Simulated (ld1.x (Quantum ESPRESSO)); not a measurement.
**What one change does to a pseudopotential (Cs (Z = 55), TM)**

| Property | Result |
| --- | --- |
| Element | Cs (Z = 55) |
| Generator | ld1.x (Quantum ESPRESSO) 7.5 |
| Type | norm-conserving Troullier–Martins (Kleinman–Bylander form) |
| Functional | BLYP |
| Relativity | fully relativistic |
| Frozen core | [Kr] 4d10 |
| Valence charge | 9 |
| Reference configuration | 5s2 5p6 5d0 6s1 6p0 |
| Partial waves | 5s (bound): rc 2.50 bohr; 5p (bound): rc 3.10 bohr; 5d (bound, empty): rc 4.20 bohr |
| Local potential | all-electron potential smoothed inside 3.80 bohr (lloc = -1) |
| Core correction | none |

Open shells are filled in proportion to 2j + 1 (rel_dist='average').

Occupied shells without a wave of their own: 6s. They enter only through the test configuration that unscreens the potential.

Change: core correction a·sin(br)/r model core inside 1.36 bohr (6s counted twice).

Cutoffs: the cutoffs (Ry, on a coarse ladder) from which the occupation-weighted sum of valence levels, in a spherical-Bessel basis at the reference potential, stays within 10 and 1 mRy of its value at 400 Ry; they do not see the model core or the augmentation charge, which bear on the density cutoff. Errors are all-electron minus pseudo energies relative to the spin-unpolarised reference configuration.

How do hardness, ghosts and transferability respond?

The potential gets neither clearly harder nor softer (15 Ry and 30 Ry → 15 Ry and 30 Ry); of the 7 tests that both files solve, the error grows in 5 and shrinks in 2 by more than 15 % and 0.3 meV (median size 44.8 → 33.6 meV); neither file shows a bound ghost. In the changed file ld1.x takes every shell without a wave as core, so the model core holds the 6s electrons as well and exchange and correlation see them twice. This cancels in the reference configuration, but the file is broken for other ones, and its errors say nothing about a proper core correction. A model core, the more so a compact one, raises the density cutoff, which this test does not measure.

| quantity | base | changed |
| --- | --- | --- |
| cutoff, loose | 15 Ry | 15 Ry |
| cutoff, tight | 30 Ry | 30 Ry |
| bound ghosts | none | none |
| error for 5s2 5p6 5d0 6s0 6p0, meV [ΔE 3.88 eV] | -45 | -156 |
| error for 5s2 5p6 5d0 6s0.5 6p0, meV [ΔE 1.46 eV] | -15 | -38 |
| error for 5s2 5p6 5d0 6s0 6p1, meV [ΔE 1.46 eV] | -46 | -68 |
| error for 5s2 5p6 5d1 6s0 6p0, meV [ΔE 1.72 eV] | -22 | -34 |
| error for 5s2 5p5 5d0 6s1 6p0, meV [ΔE 17.66 eV] | +48 | +19 |
| error for 5s2 5p6 5d0.5 6s0.5 6p0, meV [ΔE 0.86 eV] | -11 | -14 |
| error for 5s1 5p6 5d0 6s1 6p0, meV [ΔE 31.44 eV] | +56 | +24 |
| s: phases at 4.53 bohr within 0.05 rad from the reference energy up to (Ry; the scan ends near 5) | n/a | n/a |
| p1/2: phases at 4.53 bohr within 0.05 rad from the reference energy up to (Ry; the scan ends near 5) | 0.0 | 0.0 |
| p3/2: phases at 4.53 bohr within 0.05 rad from the reference energy up to (Ry; the scan ends near 5) | 0.1 | 0.1 |
| d3/2: phases at 4.53 bohr within 0.05 rad from the reference energy up to (Ry; the scan ends near 5) | 0.9 | 0.9 |
| d5/2: phases at 4.53 bohr within 0.05 rad from the reference energy up to (Ry; the scan ends near 5) | 1.0 | 1.0 |
